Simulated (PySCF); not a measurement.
## Chlorine: a sound run and one with changed settings

Sound run: Cl⁺ [Ne] 3s2 3p4, Cl²⁺ [Ne] 3s2 3p3. Computed with PySCF 2.14 in pcseg-2, with the non-relativistic Hamiltonian (point nucleus). In the sound run the correlated levels freeze [Ne]. The sound run starts from symmetry-adapted Hartree-Fock orbitals and uses a fine grid where one is needed.

Changed run: the spin-free X2C one-electron Hamiltonian (Gaussian nucleus). This setting is unsound on purpose.

| species | method | sound run (hartree) | changed run (hartree) | converged |
| --- | --- | --- | --- | --- |
| Cl⁺ | UHF | -459.04474 | -460.30407 | yes |
| Cl⁺ | M06-L | -459.66818 | -460.93015 | yes |
| Cl⁺ | MN15 | -459.59818 | -460.87364 | yes |
| Cl⁺ | MP2 | -459.16156 | -460.42084 | yes |
| Cl⁺ | CCSD(T) | -459.18992 | -460.44911 | yes |
| Cl²⁺ | UHF | -458.21454 | -459.47393 | yes |
| Cl²⁺ | M06-L | -458.79830 | -460.06019 | yes |
| Cl²⁺ | MN15 | -458.71803 | -459.99369 | yes |
| Cl²⁺ | MP2 | -458.30489 | -459.56419 | yes |
| Cl²⁺ | CCSD(T) | -458.32872 | -459.58791 | yes |

Ionisation energy of Cl⁺:

| method | sound run (eV) | changed run (eV) |
| --- | --- | --- |
| UHF | 22.591 | 22.589 |
| M06-L | 23.671 | 23.673 |
| MN15 | 23.950 | 23.945 |
| MP2 | 23.311 | 23.311 |
| SCS-MP2 | 23.388 | 23.387 |
| CCSD | 23.413 | 23.413 |
| CCSD(T) | 23.434 | 23.434 |

Most of the change in total energy is the relativistic energy itself. On top of that the contraction fixes the core shape for the Hamiltonian it was made with, so the changed run is not a good calculation with the other Hamiltonian either.

For comparison, NIST gives 23.814 eV between the lowest levels.
